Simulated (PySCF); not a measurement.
Ionisation energy of Mn by level of theory

Mn [Ar] 3d5 4s2 (6S) → Mn⁺ [Ar] 3d5 4s1 (7S), as a difference of total energies. All numbers are calculated (PySCF 2.14, scalar relativity by spin-free X2C-1e, in x2c-TZVPall (6s5p4d1f, 48 functions)). Correlated levels: valence: [Ar] frozen. The calculations carry no spin-orbit coupling.

```csv
method,ionisation energy (eV)
UHF,6.027
MN15,7.483
LDA,7.601
MP2 (valence),6.868
SCS-MP2 (valence),7.046
```

Problem. How much does correlation contribute at MP2 (valence)?

Solution. 6.868 − (6.027) = 0.841 eV, measured against UHF.

Errors of the correlated levels include the incompleteness of this basis and the frozen core.

MP2 underrates the near-degeneracy of ns² with np² in the lower species.

For comparison: 7.434 eV (measured; NIST Atomic Spectra Database, ionization energies).
